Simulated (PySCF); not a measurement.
NMR data simulated for an unnamed compound:

$^{1}$H NMR (400 MHz, computed): δ 6.56 (br s, 1H), 5.80 (t, 2H), 5.11 (s, 3H), 4.35 (t, 2H).

$^{13}$C{$^{1}$H} NMR (computed): δ 185.1 (C).

[PySCF 2.14: geometry from GFN2-xTB; shieldings: GIAO PBE0/pcSseg-1; in vacuum; non-relativistic Hamiltonian; a single conformation; one averaged value for each set of equivalent atoms]

δ = σ(ref) − σ, references computed at the same level: $^{1}$H (σref 31.72), $^{13}$C (σref 186.93) vs TMS.

Which of these does the molecule contain: a C≡C triple bond, a Si–H bond, a carboxylic acid, an ester, an NH or NH2 group, an OH group?

## Answers


- A C≡C triple bond: no.
- A Si–H bond: yes (δH 4.35 (t)).
- A carboxylic acid: yes (δC 185.1; δH 6.56 (br s)).
- An ester: no.
- An NH or NH2 group: no.
- An OH group: yes (δH 6.56 (br s)).

The data belong to SMILES O=C(O)[SiH2][SiH2]O[SiH3], CH₈O₃Si₃; they needn't prove each group on their own.

Carbon signals by region: 1 in the far downfield region (above 160 ppm). Above 160 ppm: 185.1, carbonyl carbon.

OH/NH shifts are gas-phase values; hydrogen bonding in solution moves them, usually downfield. Shifts are as computed. Against solution values, carbons near 30 ppm lie about +3 ppm off and those near 130 ppm about +5 ppm. Of 1211 compounds with measured shifts, 218 miss one by over three times the rms of a fit or turn the order of signals round; such compounds aren't used in these exercises. The C=O carbon of an acid or of an amide with N–H lies up to 10 ppm further downfield in solution, through hydrogen bonding that the calculation lacks. Multiplicities follow the n + 1 count of equivalent neighbours, as no J values were calculated; m marks all less simple cases, F and P coupling included.
